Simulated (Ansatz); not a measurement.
**A family of molecules: the atomisation energy (no zero-point term)**

One atom is swapped for its congeners: NO (nitric oxide); NS (Mononitrogen monosulfide); NSe. All are doublets with charge 0.

Shapes, held fixed at every level: PBE0-D4/def2-TZVP. Programs: Ansatz 0.2.0. Values in eV.

```tsv
level	NO	NS	NSe
HF/def2-TZVPP	2.33	1.32	0.39
PBE-D4/def2-TZVPP	7.46	5.58	4.51
BHLYP-D4/def2-TZVPP	5.75	4.17	2.98
PBE0-D4/def2-TZVPP	6.65	4.88	3.71
wB97M-V/def2-TZVPP	6.71	4.96	3.62
B2PLYP/def2-TZVPP	6.64	4.90	3.69
```

At B2PLYP/def2-TZVPP the atomisation energy falls at every step, from 6.64 to 3.69 eV. Every level shows the same order. Spin contamination: NS (⟨S²⟩ up to 1.16), NSe (⟨S²⟩ up to 1.37). Open shells run unrestricted unless RO is named. Relativity is left out for Se unless named. Correlated rows may include outer-core shells of Se, which these sets cover unevenly. Spin-orbit coupling, which grows down the group, is left out (summed over each molecule's free atoms 0.01, 0.02, 0.12 eV).
